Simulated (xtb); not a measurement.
C2H4BrCl, SMILES C[C@@H](Cl)Br. All values are semi-empirical tight-binding results from xtb (GFN2-xTB unless named), good for trends rather than for accurate numbers. The structure is a stationary point at GFN2-xTB.

- orbital gap: 4.76 eV
- zero-point energy: 34.5 kcal/mol
- G − E(el) at 298.15 K (modified RRHO): 15.7 kcal/mol
- static polarisability (D4 model): 59.7 bohr³
- solvation energy, GFN2-xTB/ALPB(water): -2.2 kcal/mol
- solvation energy, GFN2-xTB/ALPB(octanol): -4.9 kcal/mol
